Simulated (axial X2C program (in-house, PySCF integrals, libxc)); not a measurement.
KBr⁺: cheaper levels and CCSD(T), with spin–orbit coupling

Computed with an in-house relativistic program for diatomic molecules. Two-component (2c) means X2C with spin–orbit coupling and atomic mean-field two-electron Coulomb and Gaunt terms. Basis: Br dyall-cv3z [8s9p6d4f1g], K dyall-cv3z [11s12p6d3f] (cores contracted in-house); Gaussian nuclei, density fitting, unrestricted open shells. Masses: Br 78.918 u, K 38.964 u.

State: Ω = 3/2 (⟨Sz⟩ = 0.50, ⟨Lz⟩ = 1.00 at HF); fragments Br + K+.

```csv
level,Re (Å),ωe (cm⁻¹),De (eV)
PBE0,3.364,88.1,0.239
HF,3.512,74.7,0.045
MP2,3.359,89.8,0.236
CCSD,3.386,87.1,0.230
TPSSh,3.390,83.8,0.228
```

Correlated methods: 15 electrons correlated (number of frozen shells: Br 3 s, 2 p, 1 d; K 2 s, 1 p), 253 virtual spin orbitals or spinors in MP2, 90 natural virtuals in coupled cluster.

CCSD(T), same Hamiltonian and basis:

Re = 3.374 Å, ωe = 88.6 cm⁻¹, De = 0.22 eV; T1 = 0.003 (Lee–Taylor normalisation).

(1) Give the differences from CCSD(T) in the columns below.

The state is a single determinant with fixed occupations, the lowest that a limited PBE0 search found. De is counted from the lowest determinant-based energies of the atoms at the same level, without counterpoise correction. Density functionals use the spin component along the axis (collinear). CCSD and (T) use frozen natural virtuals with an MP2 correction for the truncation; (T) itself is uncorrected, so its De runs slightly low. PBE0 can misorder states that lie within some tenths of an eV, so this need not be the ground state of the molecule. The nearest other 2c determinant of the search, Ω = 1/2, lies 0.20 eV up at the distance of the search. Without a current term, density functionals place determinants with orbital angular momentum somewhat too high. The atomic limit has a lower orbital projection than the molecule and lies lower at mean-field level, so De may be about a tenth of an eV too small. The bond is weak, and without diffuse functions and with truncated virtuals even CCSD(T) can be tens of per cent off in De.

Results:

(1) 

```csv
level,ΔRe (Å),Δωe (cm⁻¹)
PBE0,-0.010,-0.5
HF,0.138,-13.9
MP2,-0.015,1.2
CCSD,0.012,-1.5
TPSSh,0.016,-4.8
```
